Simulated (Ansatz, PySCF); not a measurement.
C4H7FO, SMILES C[C@@]1(O)C[C@H]1F. Atoms are numbered in the order given.

```xyz
13

C      1.5235     0.5336     0.3905
C      0.0514     0.2123     0.4848
O     -0.4177    -0.0806     1.7695
C     -0.9313     0.8557    -0.4871
C     -0.5936    -0.6049    -0.5830
F      0.1690    -1.0216    -1.6370
H      1.8441     0.6382    -0.6550
H      2.1099    -0.2743     0.8553
H      1.7515     1.4749     0.9188
H     -0.4051     0.7402     2.2814
H     -0.5213     1.5095    -1.2621
H     -1.9239     1.1213    -0.1139
H     -1.3346    -1.3508    -0.2779
```

Coordinates come from a B3LYP-D3(BJ)/def2-SVP optimisation. The structure was generated by enumeration; whether it is a known compound was not checked. Other conformers were not sampled.

Vertical ionisation energy (IE) and electron affinity (EA) in eV. Rows of orbital energies are one-electron estimates. Where ΔSCF, EOM or ADC give a negative EA the extra electron is unbound and the value depends on the basis.

| level | IE | EA |
|---|---|---|
| −ε(HOMO), −ε(LUMO), HF/def2-TZVP (PySCF) | 11.00 | -3.57 |
| −ε(HOMO), −ε(LUMO), PBE/def2-TZVP (PySCF) | 6.19 | -0.13 |
| ΔSCF, ωB97X-V/def2-SVPD (Ansatz), final states of multiplicity 2 and 2 | (withheld) | (withheld) |
| ΔSCF, PBE/def2-SVPD (Ansatz), final states of multiplicity 2 and 2 | 9.54 | -1.45 |

Q: Fill in the missing entries. (The exact figures need the calculation; the answer reports its results.)

A: 
- ΔSCF, ωB97X-V/def2-SVPD (Ansatz, a first-principles code), final states of multiplicity 2 and 2, IE: 10.10
- ΔSCF, ωB97X-V/def2-SVPD (Ansatz), final states of multiplicity 2 and 2, EA: -1.96

Q: What vertical singlet–triplet gap does ΔSCF give with ωB97X-V/def2-SVPD (Ansatz) and with PBE/def2-SVPD (Ansatz)? (An estimate is asked for; the answer gives what the named calculation found.)

A: 7.17 and 6.33 eV (triplet above singlet where positive).
